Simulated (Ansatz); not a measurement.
Ansatz (a first-principles code) input (CCSD(T)/6-31+G*): A basis named .json is the Basis Set Exchange file of that set (core-valence sets with the plain set on hydrogen).

Ansatz 0.2 input:
```yaml
crystal:
  periodic: [false, false, false]
  atoms:
    - {symbol: H, position_ang: [0.00000000, 0.00000000, 0.00000000]}
basis:
  gaussian:
    orbitals: 6-31+G_.json
magnetization: {spin_polarized: true, initial_magnetization: 1}
correlation: {method: ccsd_t, electrons: outside_noble_gas}
scf: {lower_state_search: full}
```

Output:

```
Functional definition: HF
integrals: 0.00 GiB planned
3 factors; integrals over basis functions are off by at most 5.6e-7 eV
mean field: 0.04 GiB planned
mean field evaluation 1: about -13.5385 eV, gradient 1.4e0 eV
mean field evaluation 2: about -13.5385 eV, gradient 1.4e0 eV
mean field evaluation 4: about -13.5577 eV, gradient 3.5e-5 eV
mean field evaluation 8: about -13.5576 eV, gradient 2.4e-12 eV
mean field evaluation 16: about -13.5385 eV, gradient 1.4e0 eV
mean field -13.55760813 eV, -0.4982329092 hartree, gradient 4.4e-8 eV, S^2 0.750000; 2 other end points of the search recorded, 0 dependent functions left out
reference -13.55760813 eV, -0.4982329092 hartree; 1, 0 occupied and 1, 2 virtual orbitals, 3 factors
second order 0.00000000 eV of doubles, -0.00000000 eV of singles
coupled cluster: 0.04 GiB planned
cycle   1  -0.00000000 eV  change  -4.0e-18 eV  update  1.8e-10
perturbative correction 0.00000000 eV, 0.0000000000 hartree
Total energy: -13.55760813 eV, -0.4982329092 hartree
```
